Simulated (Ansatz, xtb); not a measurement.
**Two isomers of C2H6AgClSi**

We compare a, `CC[Si@H](Cl)[Ag]`, a singlet, with b, `C[Si](C)(Cl)[Ag]`, a singlet. Both are isolated molecules in the gas phase, relaxed with PBE0-D3(BJ)/def2-SVP; each stands in its lowest conformer found.

**Question.** Which of the two would you expect CCSD(T)/def2-SVP + ΔMP2/def2-TZVPP electronic energies to favour?

**Answer.** Structure b; the calculation gives E(b) − E(a) = −0.568 eV.

The same difference at several levels:

```
                             level              geometry  E(b) − E(a) (eV)  departure from the last row (eV)  job, with rough time for the two
                          GFN2-xTB              GFN2-xTB              +0.120                            +0.688              optimisation, 0.43 s
                         HF/STO-3G              GFN2-xTB              −0.521                            +0.047               single point, 7.2 s
                r2SCAN-D4/def2-SVP              GFN2-xTB              −0.502                            +0.067                single point, 11 s
              PBE0-D3(BJ)/def2-SVP  PBE0-D3(BJ)/def2-SVP              −0.492                            +0.076             optimisation, 2.4 min
                       HF/def2-SVP  PBE0-D3(BJ)/def2-SVP              −0.405                            +0.163           part of the CCSD(T) run
                      MP2/def2-SVP  PBE0-D3(BJ)/def2-SVP              −0.486                            +0.082           part of the CCSD(T) run
                  CCSD(T)/def2-SVP  PBE0-D3(BJ)/def2-SVP              −0.435                            +0.133                      single point
CCSD(T)/def2-SVP + ΔMP2/def2-TZVPP  PBE0-D3(BJ)/def2-SVP              −0.568                                               single point, 2.5 min
```

As drawn, b has 1 C–Si, 1 C–H in place of 1 C–C, 1 Si–H.

GFN2-xTB puts the two in the other order. The largest departure from CCSD(T)/def2-SVP + ΔMP2/def2-TZVPP is that of GFN2-xTB, 0.688 eV. The last row adds to CCSD(T) the change of the MP2 difference between the two basis sets, here −0.133 eV, a large step that makes the value less sure.

With harmonic frequencies from PBE0-D3(BJ)/def2-SVP (ideal gas, rigid rotor, one conformer each, 298.15 K, 1 atm): the zero-point term adds −0.010 eV; ΔH is −0.563 and ΔG −0.578 eV.

The correlated steps freeze 12 core orbitals; the last core shell of Ag is correlated, in a basis made for valence electrons. Atoms past krypton carry core potentials in the def2 sets, other sets are all-electron and non-relativistic, and no spin–orbit term is included. Mirror images aren't counted in ΔG. Run with Ansatz 0.2.0, xtb 6.7.1; the last row on 2 threads of Intel(R) Xeon(R) Processor @ 2.50GHz (Skylake/Cascade Lake) on a shared host.
